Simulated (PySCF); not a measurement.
C3H3, doublet, geometry from GFN2-xTB; PySCF with DF-B3LYP/aug-cc-pVDZ.

PySCF was given this input:
```python
from pyscf import gto, scf, dft
import numpy

mol = gto.M(
    atom='''
C     0.00175930   -0.00079138    0.33446282
C     0.00804284   -0.00361788    1.52903105
C    -0.00590540    0.00265640   -1.12268107
H     0.03996787    1.03022063   -1.47944750
H     0.85747672   -0.55120368   -1.48748952
H    -0.92082503   -0.46849982   -1.47793980
''',
    basis='aug-cc-pvdz',
    spin=1,
    verbose=4,
)
print('smallest overlap eigenvalue', numpy.linalg.eigvalsh(mol.intor('int1e_ovlp'))[0])

mf = dft.UKS(mol)
mf.xc = 'b3lyp'
mf = mf.density_fit(auxbasis='def2-universal-jkfit')
mf = scf.addons.remove_linear_dep_(mf, threshold=1e-4, lindep=1e-4)
mf.kernel()
```

Output, abridged:

```
PySCF version 2.14.0

[INPUT] verbose = 4
[INPUT] num. atoms = 6
[INPUT] num. electrons = 21
[INPUT] charge = 0
[INPUT] spin (= nelec alpha-beta = 2S) = 1
[INPUT] symmetry False subgroup None
[INPUT] Mole.unit = angstrom
[INPUT] Symbol           X                Y                Z      unit          X                Y                Z       unit  Magmom
[...]
nuclear repulsion = 53.4043297043073
number of shells = 39
number of NR pGTOs = 138
number of NR cGTOs = 96
basis = aug-cc-pvdz
ecp = {}
input.py:22: DeprecationWarning: remove_linear_dep_ is deprecated and will be removed in a future release. Linear dependency handling is now built into the SCF procedure by default. Linear dependency removal can be controlled using the following settings:
  pyscf.scf.hf.remove_overlap_zero_eigenvalue = True
  pyscf.scf.hf.overlap_zero_eigenvalue_threshold = 1e-6

  mf = scf.addons.remove_linear_dep_(mf, threshold=1e-4, lindep=1e-4)
smallest overlap eigenvalue 8.455955288805356e-05
Applying remove_linear_dep_ on SCF object.
Using canonical orthogonalization with threshold 0.0001

******** <class 'pyscf.df.df_jk.DFUKS'> ********
method = DFUKS
initial guess = minao
damping factor = 0
level_shift factor = 0
DIIS = <class 'pyscf.scf.diis.CDIIS'>
diis_start_cycle = 1
diis_space = 8
diis_damp = 0
SCF conv_tol = 1e-09
SCF conv_tol_grad = None
SCF max_cycles = 50
direct_scf = False
number electrons alpha = 11  beta = 10
XC library pyscf.dft.libxc version 7.1.2
    S. Lehtola, C. Steigemann, M. J. T. Oliveira, and M. A. L. Marques,  SoftwareX 7, 1–5 (2018)
XC functionals = b3lyp
    P. J. Stephens, F. J. Devlin, C. F. Chabalowski, and M. J. Frisch,  J. Phys. Chem. 98, 11623 (1994)
radial grids:
    Treutler-Ahlrichs [JCP 102, 346 (1995); DOI:10.1063/1.469408] (M4) radial grids

becke partition: Becke, JCP 88, 2547 (1988); DOI:10.1063/1.454033
pruning grids: <function nwchem_prune>
grids dens level: 3
symmetrized grids: False
atomic radii adjust function: <function treutler_atomic_radii_adjust>
small_rho_cutoff = 0
Set gradient conv threshold to 3.16228e-05
tot grids = 71784
******** <class 'pyscf.df.df.DF'> ********
auxbasis = def2-universal-jkfit
init E= -116.23401866775

cycle= 1 E= -115.901890181032  delta_E= 0.332  |g|= 0.195  |ddm|= 3.17
cycle= 2 E= -115.890270161147  delta_E= 0.0116  |g|= 0.255  |ddm|= 0.724
cycle= 3 E= -115.928740520787  delta_E= -0.0385  |g|= 0.0527  |ddm|= 0.375
cycle= 4 E= -115.930105334875  delta_E= -0.00136  |g|= 0.0148  |ddm|= 0.0752
[...]
cycle= 21 E= -115.930248361829  delta_E= -1.17e-06  |g|= 0.00073  |ddm|= 0.00509
cycle= 22 E= -115.930248393327  delta_E= -3.15e-08  |g|= 0.000717  |ddm|= 0.0141
cycle= 23 E= -115.930247158089  delta_E= 1.24e-06  |g|= 0.000714  |ddm|= 0.0419
cycle= 24 E= -115.930246832724  delta_E= 3.25e-07  |g|= 0.000851  |ddm|= 0.0236
cycle= 25 E= -115.930244746553  delta_E= 2.09e-06  |g|= 0.00167  |ddm|= 0.0744
cycle= 26 E= -115.930246596564  delta_E= -1.85e-06  |g|= 0.000946  |ddm|= 0.057
cycle= 27 E= -115.930247009767  delta_E= -4.13e-07  |g|= 0.000817  |ddm|= 0.0529
cycle= 28 E= -115.930246206295  delta_E= 8.03e-07  |g|= 0.00115  |ddm|= 0.0403
cycle= 29 E= -115.930247336281  delta_E= -1.13e-06  |g|= 0.000762  |ddm|= 0.0831
cycle= 30 E= -115.930247318057  delta_E= 1.82e-08  |g|= 0.000708  |ddm|= 0.0429
cycle= 31 E= -115.930248150313  delta_E= -8.32e-07  |g|= 0.00085  |ddm|= 0.0261
cycle= 32 E= -115.930246720576  delta_E= 1.43e-06  |g|= 0.000923  |ddm|= 0.0373
cycle= 33 E= -115.930246408775  delta_E= 3.12e-07  |g|= 0.00109  |ddm|= 0.0276
cycle= 34 E= -115.930246860738  delta_E= -4.52e-07  |g|= 0.000889  |ddm|= 0.0273
cycle= 35 E= -115.930246790304  delta_E= 7.04e-08  |g|= 0.000794  |ddm|= 0.0614
cycle= 36 E= -115.930247026475  delta_E= -2.36e-07  |g|= 0.000718  |ddm|= 0.0306
cycle= 37 E= -115.93024711505  delta_E= -8.86e-08  |g|= 0.000792  |ddm|= 0.042
cycle= 38 E= -115.930246770832  delta_E= 3.44e-07  |g|= 0.00116  |ddm|= 0.0679
cycle= 39 E= -115.930244023544  delta_E= 2.75e-06  |g|= 0.00205  |ddm|= 0.0689
cycle= 40 E= -115.930247620455  delta_E= -3.6e-06  |g|= 0.000776  |ddm|= 0.145
cycle= 41 E= -115.930246945474  delta_E= 6.75e-07  |g|= 0.000739  |ddm|= 0.0575
cycle= 42 E= -115.930246608007  delta_E= 3.37e-07  |g|= 0.000946  |ddm|= 0.014
cycle= 43 E= -115.930246504624  delta_E= 1.03e-07  |g|= 0.00118  |ddm|= 0.0122
cycle= 44 E= -115.930246280257  delta_E= 2.24e-07  |g|= 0.00122  |ddm|= 0.0253
cycle= 45 E= -115.930167191547  delta_E= 7.91e-05  |g|= 0.00962  |ddm|= 0.26
cycle= 46 E= -115.930238514418  delta_E= -7.13e-05  |g|= 0.00317  |ddm|= 0.107
cycle= 47 E= -115.930246530137  delta_E= -8.02e-06  |g|= 0.00116  |ddm|= 0.0638
cycle= 48 E= -115.930205984184  delta_E= 4.05e-05  |g|= 0.00692  |ddm|= 0.161
cycle= 49 E= -115.930241298938  delta_E= -3.53e-05  |g|= 0.00285  |ddm|= 0.0935
cycle= 50 E= -115.930238026734  delta_E= 3.27e-06  |g|= 0.00327  |ddm|= 0.0175
SCF not converged.
SCF energy = -115.930238026734 after 50 cycles  <S^2> = 0.7520992  2S+1 = 2.0020981
```

The run did not converge; its last values are not results.
